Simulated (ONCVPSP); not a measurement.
## PBEsol ONCV dataset for lithium (Li), scalar-relativistic all-electron reference.

| Quantity | Value |
| --- | --- |
| Element | Li (Z = 3) |
| Generator | ONCVPSP 4.0.1 |
| Type | optimised norm-conserving Vanderbilt (ONCV) |
| Functional | PBEsol |
| Relativity | scalar-relativistic |
| Frozen core | [He] |
| Valence charge | 1 |
| Reference configuration | 2p1 |
| Partial waves | s scattering state at 0.03 Ha: rc 4.10 bohr, ncon 3, nbas 6, qcut 1.9 1/bohr, 1 projector; 2p: rc 4.00 bohr, ncon 4, nbas 7, qcut 1.7 1/bohr, 3 projectors, debl 1.3 Ha |
| Local potential | polynomial inside 3.35 bohr (lpopt 5, dvloc0 0 Ha) |
| Core correction | polynomial model core, fcfact 0.7 |

In the s channel the program set the typed energies aside and used 0.050 Ha.

All-electron outer shells of the reference configuration (PBEsol, scalar-relativistic, ld1.x):

```tsv
shell	level (eV)	outermost node (bohr)	outermost maximum (bohr)
1s	-52.92	–	0.36
2p	-1.54	–	3.96
```

Problem. Does the generator finish with these settings?

Solution. Yes, a potential is produced and its reference levels are reproduced.

Problem. Estimate the cutoffs (Ha) at which the residual kinetic energy of the hardest occupied pseudo-wave falls to 1 and 0.1 mHa per electron.

Solution. 1.6 Ha and 6.7 Ha. The cutoffs count occupied waves only; projector 2 of the p channel, the hardest unoccupied one, needs 9 Ha at the loose tolerance.

Problem. What does a ghost test show?

Solution. No bound ghost flagged but for a GHOST(-) flag that falls on a real empty level of the atom; no localised positive-energy state flagged.

Problem. Tests: 2s1 2p0; 2s0.5 2p0. Which has the largest error in its energy relative to the reference configuration, and how large is it?

Solution. 2s0.5 2p0, with +18 meV (all-electron minus pseudo) on +0.25 eV.
